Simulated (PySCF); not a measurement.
NMR data simulated for an unnamed compound:

¹H NMR (400 MHz, computed): δ 4.11 (s, 3H), 2.81 (sept, 1H), 2.42 (s, 3H), 1.35 (d, 6H).

¹³C{¹H} NMR (computed): δ 157.4 (C), 144.4 (C), 41.3 (CH3), 29.0 (CH), 25.9 (CH3), 12.1 (CH3).

One conformer, no solvent, rapidly exchanging positions averaged, non-relativistic. Structure optimised with GFN2-xTB; PBE0/pcSseg-1 with gauge-including orbitals; PySCF 2.14.0 with density-fitted response routines.

Chemical shifts δ = σref − σ; ¹H and ¹³C vs TMS, all at this level.

Q: Which of these does the molecule contain: a vinyl group CH=CH2, an N-methyl group, a three-membered ring, a (CH3)2CH unit, a heteroaromatic ring, an NH or NH2 group?

A: 
- A vinyl group CH=CH2: no.
- An N-methyl group: yes (δC 41.3; δH 4.11 (s)).
- A three-membered ring: no.
- A (CH3)2CH unit: yes (δC 25.9, 29.0; δH 1.35 (d), 2.81 (sept)).
- A heteroaromatic ring: yes.
- An NH or NH2 group: no.

The data belong to SMILES Cc1nn(C)nc1C(C)C, C$_{7}$H$_{13}$N$_{3}$; they needn't prove each group on their own.

Carbon signals by region: 2 in the sp2 and nitrile region (100–160 ppm), 4 below 50 ppm.

Shifts are as computed. Against solution values, carbons near 30 ppm lie about +3 ppm off and those near 130 ppm about +5 ppm. Of 1211 compounds with measured shifts, 218 miss one by over three times the rms of a fit or turn the order of signals round; such compounds aren't used in these exercises. No couplings were computed; multiplicities are counted from neighbouring protons, with m where these are inequivalent, close in shift, in a saturated or five-membered ring or joined by F or P, and br s for small geminal =CH2 splittings.
